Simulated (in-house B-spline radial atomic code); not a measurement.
Ba. Computed with a B-spline radial atomic code. Model: non-relativistic spherical atom: semilocal Troullier-Martins pseudo-atom, one channel per l, against all electrons, high spin, G0W0 and RPA with empty states to l = 8, local potential for every l without a channel, a model core (radius 0 = none) keeps its share of the functional.

Without relativity these are model numbers for so heavy an element.

What the tables leave out is listed at the end.

The pseudopotential gives back the lowest level of each angular momentum of its own functional in the configuration it was made in; a second state of the same l is only approximately right. Exact exchange, RPA and GW see the smooth pseudo-orbitals and miss the exchange with the core, for which the functional's share stands in. The column with an uncorrelated core keeps all orbitals and exact exchange, and so separates missing core correlation from pseudisation. Only the three outermost levels and the lowest empty one were computed. RPA here is direct RPA, with no exchange kernel, and its energies carry an (l + 1/2)⁻⁴ tail. A hybrid on a potential with a model core restores only its own semilocal share of the core's exchange.

Command:
```bash
python run_psgw.py task.json out
```
Settings (lengths in bohr, energies in hartree):
```
Z                      56
electrons              56
configuration          [Xe] 6s2
generated_in           [Xe] 6s2
functional             lda,vwn
core_shells            9
radius_factor          0.9
core_correction        True
ion_configuration      [Xe] 6s1
```

Run time, properties included: 71 s on 1 thread of Arm Neoverse N1, with other jobs on the host.

Given: made with LDA VWN5; model core radius 1.221 bohr; local radius 1.487 bohr; mean-field start PBE0.

Valence shells of the generating configuration: 5s, 5p, 6s.

Channel: s 1.367, p 1.51, d 2.165 (radii in bohr).

Computed: largest level miss in the spin-unpolarised generating configuration 0.072 eV; valence RPA correlation energy all-electron orbitals -0.41752 hartree; valence RPA correlation energy pseudo -0.45257 hartree; all-electron RPA polarisability, core included 172.38 bohr³; pseudo-atom RPA polarisability 170.09 bohr³; ionisation by mean-field all-electron 4.9632 eV; ionisation by RPA all-electron 5.2939 eV.

```tsv
level	occupied	mean-field all-electron (eV)	mean-field pseudo minus all (eV)	G0W0 all-electron (eV)	G0W0 uncorrelated core minus all (eV)	G0W0 pseudo minus all (eV)	exchange self-energy all-electron (eV)	exchange self-energy pseudo (eV)
6s	1	-3.5884	-0.048	-5.2094	0.049	-0.049	-6.0041	-5.5676
5d (empty)	0	-1.7333	-0.153	-0.59825	0.066	-0.174	-4.4583	-3.5055
```

Question: What is the ionisation by mean-field pseudo minus all?

Answer: 0.055 eV.

Question: What is the ionisation by RPA pseudo minus all?

Answer: 0.054 eV.

Among the listed levels the largest G0W0 shift of the pseudo-atom is -0.17 eV, for 5d (empty) on the PBE0 start, while leaving the core uncorrelated moves that level by +0.07 eV. So pseudisation and the lost core exchange, not the missing core correlation, make the error. Not in the tables (levels of low weight, unsolved or above zero; the highest and the empty levels are kept at any weight): the LDA start was refused, since an empty level lay at or below an occupied one; on PBE0 the G0W0 levels 5p (pseudo minus all +0.11 eV, weights 0.36 and 0.30), 5s (pseudo minus all +0.50 eV, weights 0.21 and 0.35); no Hartree-Fock pseudo-atom is run with a model core.
